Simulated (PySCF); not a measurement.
**Radial density of Xe³⁺ (xenon, charge +3)**

UHF, [Kr] 4d10 5s2 5p3, high-spin 4S determinant. All numbers are calculated (PySCF 2.14, scalar relativity through the core potential, in aug-cc-pVTZ-PP with ECP28MDF). This is the valence pseudo-density: the core potential removes the inner electrons and smooths the orbitals near the nucleus.

```
r (bohr)  4πr²ρ (e/bohr)  4πr²(ρα − ρβ)
 0.00118       1.641e-05         0.0000
 0.00199       4.599e-05         0.0000
 0.00335       0.0001269         0.0000
 0.00564       0.0003351         0.0000
 0.00948       0.0007997         0.0000
  0.0159        0.001611         0.0000
  0.0268        0.002757         0.0000
  0.0451        0.003722         0.0000
  0.0759        0.006353         0.0001
   0.128         0.03393         0.0007
   0.215          0.3803         0.0067
   0.361           5.262         0.1165
   0.607           27.33         0.4448
    1.02           15.20         0.0947
    1.72           4.442         2.0475
    2.89          0.8461         0.6272
    4.86        0.007392         0.0063
    8.18       2.969e-05         0.0000
```

Energies and moments cover only the electrons outside the core potential.
